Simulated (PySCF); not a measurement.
ClH2Si, SMILES Cl[SiH2] (connectivity only; charge and spin as stated), charge +1, multiplicity 1.

The structure is a stationary point at B3LYP-D3(BJ)/def2-TZVP. The multiplicity is an assumed one; other spin states were not compared. The isomer is the one that the SMILES or the coordinates give; other isomers of the formula were not compared.

The numbers are results of TDDFT-B3LYP/def2-TZVPD in PySCF, not measurements.

Vertical excitations. Gas-phase values at a fixed geometry. State labels are in the subgroup C2v.

```
state  symmetry  energy (eV)  λ (nm)      f                            main pairs
-----  --------  -----------  ------  -----  ------------------------------------
S1           A2         4.63     268  0.000                       HOMO→LUMO 100 %
S2           A1         6.17     201  0.069                      HOMO−1→LUMO 96 %
S3           A2         6.68     185  0.000                     HOMO−2→LUMO 100 %
S4           B1         6.94     179  0.003                      HOMO−3→LUMO 99 %
S5           B2         7.58     164  0.031                      HOMO→LUMO+1 95 %
S6           B1         8.24     151  0.025                    HOMO−1→LUMO+1 98 %
S7           B2         8.81     141  0.004                      HOMO→LUMO+2 94 %
S8           B1         9.59     129  0.003                   HOMO−1→LUMO+2 100 %
S9           A1         9.86     126  0.022  HOMO−3→LUMO+1 56 %, HOMO→LUMO+3 43 %
S10          B2         9.86     126  0.030                    HOMO−2→LUMO+1 87 %
T1           A2         4.35     285      0                        HOMO→LUMO 99 %
T2           A1         4.88     254      0                      HOMO−1→LUMO 99 %
T3           A2         6.11     203      0                      HOMO−2→LUMO 98 %
T4           B1         6.36     195      0                      HOMO−3→LUMO 98 %
```
Triplets are in the Tamm–Dancoff approximation, which puts them higher than full response would, so one can lie above its singlet here.
